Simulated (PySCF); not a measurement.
**Trend along the alkaline earths: MSe molecules**

CCSD(T) with triple-zeta basis sets in PySCF, for the lowest determinant that a PBE0 search found; no spin–orbit coupling. De refers to high-spin ground-configuration atoms.

```tsv
M	basis	reference, frozen orbitals	state (unpaired electrons)	Re (Å)	ωe (cm⁻¹)	De (eV)
Be	def2-TZVPP	RHF, 9	singlet (closed shell)	1.894	817	2.41
Mg	x2c-TZVPPall	RHF, 10	singlet (closed shell)	2.274	418	1.69
Ca	def2-TZVPP	RHF, 14	singlet (closed shell)	2.506	331	2.50
Sr	def2-TZVPP	RHF, 9	singlet (closed shell)	2.616	254	2.66
Ba	x2c-TZVPPall	RHF, 27	singlet (closed shell)	2.665	245	3.58
```

Q: By what factor does the harmonic wavenumber vary along the series?

A: At CCSD(T) it runs from 245 cm⁻¹ (BaSe) to 817 cm⁻¹ (BeSe), a factor of 3.33.

The rows differ in basis set, which adds steps of its own.

Down a group the atoms grow and get heavier, so bonds lengthen and wavenumbers fall; this series shows no clear exception.

Correlated steps freeze the inner cores (9 to 27 orbitals); shallow outer-core shells are correlated. Spin–orbit coupling is left out, which matters for elements this heavy, above all for dissociation energies. Where the molecule has an RHF reference, its open-shell atoms are computed with UHF. The CCSD T1 diagnostic is raised in CaSe, SrSe, a sign that a single reference may not be enough there.
